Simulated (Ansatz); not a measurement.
Consider the redistribution: `[O]=[Al][Cl]` + `[CH3][Mo](=[O])([OH])=[S]` → `[CH3][Al]=[O]` + `[O]=[Mo]([OH])(=[S])[Cl]`.

Calculated with Ansatz (gas phase, PBE0-D4/def2-TZVP geometries, no zero-point term in ΔE). CCSD(T)/CBS adds triple-zeta CCSD(T) − MP2 to the extrapolated MP2 energy (def2 sets, frozen cores). This one scheme is used for every species. DFT in def2-TZVPP. B3LYP here is the variant with VWN-RPA as its local correlation; programs differ in this. HSE06 is defined as in plane-wave codes. Elements past krypton have def2 core potentials. For Mo outer-core shells are correlated without core-valence functions, which leaves a few kJ/mol of doubt a bond. One conformer a species, not always the lowest.

`[O]=[Al][Cl]`:

```xyz
3

O     1.031    0.480   -1.327
Al    0.092    0.043   -0.118
Cl   -1.123   -0.523    1.445
```

`[CH3][Mo](=[O])([OH])=[S]`:

Z-matrix (Å, degrees):
```
C
Mo 1 2.094
H 1 1.092 2 109.7
H 1 1.095 2 107.2 3 -119.8
H 1 1.091 2 110.7 3 121.0
O 2 1.669 1 104.6 3 -177.2
O 2 1.860 1 108.6 3 62.0
S 2 2.108 1 105.0 3 -60.4
H 7 0.961 2 124.4 1 -105.5
```

`[CH3][Al]=[O]`:

Cartesian coordinates in Å:
```
C -0.202 0.653 0.224
Al 0.342 -1.103 -0.378
O 0.790 -2.553 -0.874
H -1.291 0.715 0.291
H 0.144 1.420 -0.473
H 0.217 0.867 1.209
```

`[O]=[Mo]([OH])(=[S])[Cl]`:

Z-matrix (Å, degrees):
```
Mo
O 1 1.855
S 1 2.102 2 109.9
O 1 1.663 2 108.9 3 119.0
Cl 1 2.247 2 111.1 3 -120.5
H 2 0.962 1 123.3 3 21.6
```

| level | ΔE (kJ/mol) | difference from CCSD(T)/CBS |
| --- | --- | --- |
| BLYP-D4 | -8.1 | -13.9 |
| B97M-V | -4.1 | -9.9 |
| B3LYP-D4 | -2.4 | -8.2 |
| PBE | -8.8 | -14.6 |
| r2SCAN | -2.6 | -8.4 |
| B3LYP | -2.6 | -8.4 |
| HSE06 | -1.7 | -7.5 |
| CCSD(T)/def2-TZVPP | 6.9 | 1.1 |
| SCS-MP2/def2-QZVPP | -7.3 | -13.1 |
| CCSD/CBS(def2) | 12.7 | 6.9 |
| CCSD(T)/CBS | 5.8 | 0 |

Largest T1 diagnostic among the species: 0.025, so the coupled-cluster value is less sure than usual.

At CCSD(T), def2-SVP lies −5.4 kJ/mol from the extrapolated value and def2-TZVPP +1.1 kJ/mol. From BLYP to BHLYP (50 % exact exchange), in def2-TZVPP and without D4, ΔE moves by +14.2 kJ/mol. Leaving LDA and LC-ωPBE aside and taking each functional with its dispersion term where it has one, the values, not all of them listed here, spread over 14.4 kJ/mol, from PBE-D4 to BHLYP-D4.
